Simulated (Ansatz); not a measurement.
AuHO (`[OH][Au]`), one more setting.

```yaml
crystal:
  periodic: [false, false, false]
  atoms:
    - {symbol: O, position_ang: [-0.385737, -0.383253, -0.184967]}
    - {symbol: Au, position_ang: [1.238545, -0.042278, 0.835398]}
    - {symbol: H, position_ang: [-0.826511, 0.407108, -0.592380]}
basis:
  gaussian: {orbitals: def2-mTZVPP, final_grid: {core_spheres: 5, valence_spheres: 4, degree: 11}}
hamiltonian: {xc: {name: B97M-V}}
scf: {lower_state_search: off}
```

```sh
$ ansatz run in.yaml --threads 2 --pin off --events-out ev --progress --plain --max-ram 32768MiB --backend cpu
```

Output, abridged:

```
Functional definition: B97M-V
535 factors; their error is unknown
mean field evaluation 1: about -5748.0626 eV, gradient 6.1e1 eV
mean field evaluation 2: about -5627.3427 eV, gradient 1.8e2 eV
mean field evaluation 4: about -5754.2802 eV, gradient 2.5e1 eV
mean field evaluation 8: about -5755.3738 eV, gradient 4.0e-2 eV
mean field evaluation 16: about -5755.3623 eV, gradient 2.5e-4 eV
mean field -5755.36225423 eV, -211.5056617185 hartree, gradient 1.2e-6 eV, S^2 0.000000; 0 other end points of the search recorded, 0 dependent functions left out
reference -5755.36231655 eV, -211.5056640085 hartree; 14, 14 occupied and 51, 51 virtual orbitals, 535 factors
Total energy: -5755.36231655 eV, -211.5056640085 hartree
Checks for a lower state left out: stability, starts, cluster_reference, orbital_swaps, neighbouring_geometries, increment
```

Hardware: 2 threads of a server CPU on a shared host. Wall time 1.1 s, peak host memory 0.21 GiB.
